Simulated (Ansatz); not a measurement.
Computed with Ansatz on PBE0-D4/def2-TZVP structures; ΔE is electronic, products minus reactants. CCSD(T)/CBS is the MP2 limit (def2-TZVPP, def2-QZVPP) plus CCSD(T) − MP2 in def2-TZVPP, frozen cores. Functionals use def2-TZVPP. Elements past krypton have def2 core potentials. For Sn outer-core shells are correlated without core-valence functions, which leaves a few kJ/mol of doubt a bond. Each species was taken in one conformer, which may not be the lowest.

`[CH3][SnH2][BH][SiH3]` + `C=CNC` → `C=CN(C)[SiH3]` + `[BH2][SnH2][CH3]`  (cleavage of the Si–B bond)

```
             level  ΔE (eV)
           PBE0-D4    -0.50
           ωB97X-V    -0.61
           ωB97M-V    -0.65
               PBE    -0.40
    MP2/def2-TZVPP    -0.76
SCS-MP2/def2-TZVPP    -0.76
    MP2/def2-QZVPP    -0.76
     MP2/CBS(def2)    -0.75
```

What does CCSD(T)/CBS give? (Best estimate.)

Computed: -0.63 eV. The listed levels differ from it by 0.13, 0.02, -0.02, 0.23, -0.13, -0.13, -0.13, -0.12 eV.

Largest T1 diagnostic among the species: 0.013.

The D4 term adds −0.05 eV with B3LYP and −0.02 eV with PBE0; it sums over pairs of atoms, weighted by their polarisabilities, and B3LYP, whose exchange is more repulsive, gets the larger term. From PBE to PBE0 (25 % exact exchange), in def2-TZVPP and without D4, ΔE moves by −0.08 eV.

B3LYP here is the variant with VWN-RPA as its local correlation; programs differ in this.
